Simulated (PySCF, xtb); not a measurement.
H₃O₃Pt, SMILES [OH][Pt]([OH])[OH] (connectivity only; charge and spin as stated), neutral, multiplicity 4. The values are those of a single conformer.

Harmonic wavenumbers (cm⁻¹) from GFN2-xTB (xtb) at its own minimum, in rising order: 73, 115, 121, 195, 247, 277, 354, 472, 474, 572, 612, 637, 3597, 3601, 3617.

### Question
What does B3LYP-D3(BJ)/def2-SVP in PySCF give at its own minimum? (An estimate is asked for; the answer gives what the named calculation found.)

### Answer
140, 148, 182, 287, 335, 393, 484, 621, 658, 717, 741, 785, 3721, 3797, 3802. Paired by order, the mean absolute difference is 123 cm⁻¹ and the zero-point energies are 21.4 and 24.0 kcal/mol.
